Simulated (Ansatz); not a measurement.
Consider the redistribution: `OB1CO1` + `BB(F)OC` → `BB1CO1` + `COB(O)F`.

Isolated molecules relaxed with PBE0-D4/def2-TZVP in Ansatz; ΔE leaves out vibrations. CBS: MP2 limit from def2 TZ/QZ plus the TZ coupled-cluster correction, frozen cores. Each species was taken in one conformer, which may not be the lowest.

```json
{"species": "`OB1CO1`", "CCSD(T)/CBS(def2) energy (Eh)": "-215.03899"}
{"species": "`BB(F)OC`", "CCSD(T)/CBS(def2) energy (Eh)": "-265.67389"}
{"species": "`BB1CO1`", "CCSD(T)/CBS(def2) energy (Eh)": "-165.17216"}
{"species": "`COB(O)F`", "CCSD(T)/CBS(def2) energy (Eh)": "-315.55592"}
```

Problem. Work out ΔE.

Solution. ΔE = (-165.17216) + (-315.55592) − (-215.03899) − (-265.67389) = -0.01520 Eh = -9.5 kcal/mol.

Largest T1 diagnostic among the species: 0.016.

In def2-TZVPP, CCSD(T) changes the Hartree–Fock value by +0.9 kcal/mol (the triples alone add +0.2 kcal/mol) and MP2 by +1.0 kcal/mol. Leaving LDA and LC-ωPBE aside and taking each functional with its dispersion term where it has one, the values, not all of them listed here, spread over 1.7 kcal/mol, from B97M-V to ωB97X-V. LDA lies −0.9 kcal/mol from PBE without D4.
